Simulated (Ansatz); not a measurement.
Reaction (redistribution): `[SiH3][SiH2]S` + `CO[SiH2][S][GeH3]` → `[SiH3][SiH2][S][GeH3]` + `CO[SiH2]S`

Isolated molecules relaxed with PBE0-D4/def2-TZVP in Ansatz; ΔE leaves out vibrations. CCSD(T)/CBS adds triple-zeta CCSD(T) − MP2 to the extrapolated MP2 energy (def2 sets, frozen cores). This one scheme is used for every species. Functionals use def2-TZVPP. B3LYP here is the variant with VWN-RPA as its local correlation; programs differ in this. For Ge outer-core shells are correlated without core-valence functions, which leaves a few kJ/mol of doubt a bond. Scalar relativity is left out up to krypton. Each species was taken in one conformer, which may not be the lowest.

| level | ΔE (kJ/mol) |
| --- | --- |
| ωB97X-V | 2.6 |
| B3LYP | 1.0 |
| MP2/def2-TZVPP | 2.0 |
| CCSD/def2-TZVPP | 2.1 |
| CCSD(T)/def2-TZVPP | 1.9 |
| MP2/def2-QZVPP | 1.6 |
| HF/CBS(def2) | 2.0 |
| CCSD/CBS(def2) | 1.5 |

Question: What does CCSD(T)/CBS give? (Best estimate.)

Answer: Computed: +1.3 kJ/mol. The listed levels differ from it by 1.3, -0.3, 0.7, 0.8, 0.6, 0.3, 0.7, 0.2 kJ/mol.

Largest T1 diagnostic among the species: 0.012.
